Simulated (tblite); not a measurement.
Compound: C₆H₁₃N (charge -1 and doublet state).
Geometry (GFN2-xTB, Å), atoms numbered from 1 in this order:
```xyz
20
C6H13N angstrom
C      1.871    0.343    1.543
C      0.552   -0.120    1.143
C      0.195   -0.179   -0.315
C      0.871   -1.354   -1.083
N      0.588    1.044   -1.057
C     -1.336   -0.350   -0.481
C     -2.112    0.721    0.278
H      2.182    1.325    1.152
H      2.059    0.289    2.623
H      0.214   -1.017    1.682
H      1.949   -1.287   -0.948
H      0.641   -1.318   -2.151
H      0.533   -2.307   -0.678
H      1.602    1.091   -0.991
H      0.253    1.835   -0.511
H     -1.594   -0.326   -1.545
H     -1.610   -1.331   -0.083
H     -1.633    0.833    1.254
H     -2.071    1.675   -0.245
H     -3.159    0.443    0.409
```

Computed geometry: GFN2-xTB, gas phase. This method treats the open shell by occupation alone, without spin polarisation.

Masses are those of the commonest isotopes; rigid-rotor values at the optimised geometry. The values belong to one conformer with, in the numbering `[CH2-:1][CH:2][C@:3]([CH3:4])([NH2:5])[CH2:6][CH3:7]`, H–C1–C2–C3 54° and -176°, C1–C2–C3–C4 74°, C2–C3–N5–H 63° and -49°, C2–C3–C6–C7 54°.

Q: Give the principal moments of inertia and the rotational constants in MHz.

A: Ia = 161.59, Ib = 237.54, Ic = 286.97 u·Å²; 505379 MHz·u·Å²/I gives A = 3128, B = 2128, C = 1761 MHz.

Q: What kind of rotor is it?

A: An asymmetric top. Ray's parameter κ = (2B − A − C)/(A − C) = -0.464; −1 is the prolate and +1 the oblate limit.

Q: What does the inertial defect say?

A: Not planar: Δ = Ic − Ia − Ib = -112.16 u·Å². For a rigid frame Δ = −2 Σ m c², so Σ m c² = 56.08 u·Å² lies off the ab plane: 16.91 from hydrogen and 39.17 from heavier atoms. The atom farthest from that plane is 1.82 Å away.

Q: Estimate the classical rotational partition function at 25 K, 100 K and 200 K.

A: Point group C1, symmetry number σ = 1; q = (√π/σ)·√((kT/h)³/(ABC)), k/h = 20836.6 MHz/K: 6160 at 25 K, 49200 at 100 K, 139000 at 200 K.

For this open shell read J as N, the rotation without spin; fine and hyperfine splittings come on top. Its GFN2-xTB frequencies are all real (lowest 52 cm⁻¹). Whether the extra electron is bound in the gas phase wasn't checked; a finite basis holds it in any case. No vibrational averaging or centrifugal distortion is included, and the geometry carries the error of its method.
